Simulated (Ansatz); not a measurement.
Species: C2H2N2, SMILES `N=C=C=N` (charge 0, multiplicity 1).

Problem. Give a relaxed geometry from B3LYP-D3(BJ)/def2-TZVP (Ansatz, an electronic-structure program).

Solution. the end point of this relaxation (outside a Z-matrix the atoms follow the SMILES, hydrogens last).
Bonds (Å): N1–C2 1.240, N1–H5 1.024, C2–C3 1.294, C3–N4 1.240, N4–H6 1.024. Bond angles (°): C2–N1–H5 113.2, N1–C2–C3 158.9, C2–C3–N4 158.9, C3–N4–H6 113.2.
